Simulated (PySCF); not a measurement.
Match each property card to its molecule.

Structures:
1. `FC(F)(F)C(=C(F)F)F`
2. `CC(=C=O)C1CCC1`
3. `[SiH3]SC1=CC=C[SiH2]1`
4. `c1c(C(=O)[O-])occ1C#C`
5. `CC[C@H](C)OC(F)F`
6. `CCO[C@H]1CCO1`

Card P (geometry GFN2-xTB):
- Rotational constants A, B, C: 3.148, 1.535, 1.161 GHz
- Static isotropic polarisability (CAM-B3LYP/def2-SVPD): 81.6 au
- Dipole moment (CAM-B3LYP/def2-SVPD): 2.35 D
- Lowest triplet excitation (Tamm–Dancoff) (TDA CAM-B3LYP/def2-SVPD): 3.03 eV
- HOMO energy (CAM-B3LYP/def2-SVPD): -7.58 eV

Card Q (geometry GFN2-xTB):
- Rotational constants A, B, C: 3.351, 0.880, 0.708 GHz
- Static isotropic polarisability (CAM-B3LYP/def2-SVPD): 120.7 au
- Point group: Cs
- 13C chemical shifts (computed TMS as zero) by class (GIAO PBE0/pcSseg-1): 157.4 (1 C), 151.4 (1 C), 144.0 (1 C), 126.9 (1 C) ppm
- Lowest triplet excitation (Tamm–Dancoff) (TDA CAM-B3LYP/def2-SVPD): 2.31 eV
- HOMO energy (CAM-B3LYP/def2-SVPD): -7.19 eV
- Lowest singlet excitation (TDDFT CAM-B3LYP/def2-SVPD): 3.80 eV (327 nm, f = 0.156)

Card R (geometry GFN2-xTB):
* Rotational constants A, B, C: 5.889, 1.815, 1.517 GHz
* Static isotropic polarisability (PBE0/def2-SVPD): 67.7 au
* Lowest singlet excitation (TDDFT PBE0/def2-SVPD): 7.26 eV (171 nm, f = 0.008)
* Lowest triplet excitation (Tamm–Dancoff) (TDA PBE0/def2-SVPD): 7.11 eV
* Point group: C1
* Strongest line among the 8 lowest singlet transitions (TDDFT PBE0/def2-SVPD): S7 at 8.20 eV (151 nm, f = 0.021)
* HOMO energy (PBE0/def2-SVPD): -7.57 eV

Card S (geometry GFN2-xTB):
- Rotational constants A, B, C: 2.551, 1.246, 0.979 GHz
- Static isotropic polarisability (CAM-B3LYP/def2-SVPD): 42.7 au
- 13C chemical shifts (computed TMS as zero) by class (GIAO PBE0/pcSseg-1): 168.3 (1 C), 131.4 (1 C), 128.8 (1 C) ppm
- Dipole moment (CAM-B3LYP/def2-SVPD): 1.03 D
- Lowest singlet excitation (TDDFT CAM-B3LYP/def2-SVPD): 6.97 eV (178 nm, f = 0.004)

Card T (geometry GFN2-xTB):
* Rotational constants A, B, C: 4.186, 0.754, 0.639 GHz
* Static isotropic polarisability (PBE0/def2-SVPD): 100.8 au
* Lowest singlet excitation (TDDFT PBE0/def2-SVPD): 3.98 eV (311 nm, f = 0.000)
* Point group: Cs
* Lowest triplet excitation (Tamm–Dancoff) (TDA PBE0/def2-SVPD): 3.40 eV
* Strongest line among the 8 lowest singlet transitions (TDDFT PBE0/def2-SVPD): S6 at 5.04 eV (246 nm, f = 0.061)
* HOMO energy (PBE0/def2-SVPD): -2.20 eV

Card U (geometry GFN2-xTB):
* Rotational constants A, B, C: 2.967, 1.321, 0.964 GHz
* Static isotropic polarisability (PBE0/def2-SVPD): 68.7 au
* Lowest singlet excitation (TDDFT PBE0/def2-SVPD): 8.32 eV (149 nm, f = 0.011)
* Dipole moment (PBE0/def2-SVPD): 3.33 D
* 13C chemical shifts (computed TMS as zero) by class (GIAO PBE0/pcSseg-1): 127.4 (1 C), 83.6 (1 C), 34.6 (1 C), 24.8 (1 C), 13.5 (1 C) ppm
* Lowest triplet excitation (Tamm–Dancoff) (TDA PBE0/def2-SVPD): 8.16 eV
* HOMO energy (PBE0/def2-SVPD): -8.85 eV

All species are isolated and taken at one optimised geometry, non-relativistic unless stated; the electronic structure was computed with PySCF and density fitting. NMR classes are plain means over equivalent atoms (diastereotopic ones count apart unless rotation or inversion swaps them), as if these changed places fast.

Task: Which card belongs to which structure?

Result: P = 2, Q = 3, R = 6, S = 1, T = 4, U = 5. What ties each card to its structure:
- 1 (card S), C3F6, monoisotopic mass 150.0 u, 9 heavy atoms: 3 C in 3 classes; the least shielded carbon (168.3 ppm) is a =CF2 carbon; an asymmetric top with C = 0.979 GHz; polarisability 42.7 au for 72 electrons; dipole 1.03 D.
- 2 (card P), C7H10O, monoisotopic mass 110.1 u, 8 heavy atoms: an asymmetric top with C = 1.161 GHz; polarisability 81.6 au for 60 electrons; dipole 2.35 D.
- 3 (card Q), C4H8SSi2, monoisotopic mass 144.0 u, 7 heavy atoms: 4 C in 4 classes; the least shielded carbon (157.4 ppm) is an alkene CH carbon; an asymmetric top with C = 0.708 GHz; polarisability 120.7 au for 76 electrons.
- 4 (card T), [C7H3O3]-, monoisotopic mass 135.0 u, 10 heavy atoms: a HOMO at -2.20 eV for the only species of charge -1; an asymmetric top with C = 0.639 GHz, the lowest such constant on the cards; polarisability 100.8 au for 70 electrons.
- 5 (card U), C5H10F2O, monoisotopic mass 124.1 u, 8 heavy atoms: 5 C in 5 classes; the least shielded carbon (127.4 ppm) is a CHF2 carbon; an asymmetric top with C = 0.964 GHz; polarisability 68.7 au for 66 electrons; dipole 3.33 D.
- 6 (card R), C5H10O2, monoisotopic mass 102.1 u, 7 heavy atoms: an asymmetric top with C = 1.517 GHz, the highest such constant on the cards; polarisability 67.7 au for 56 electrons.
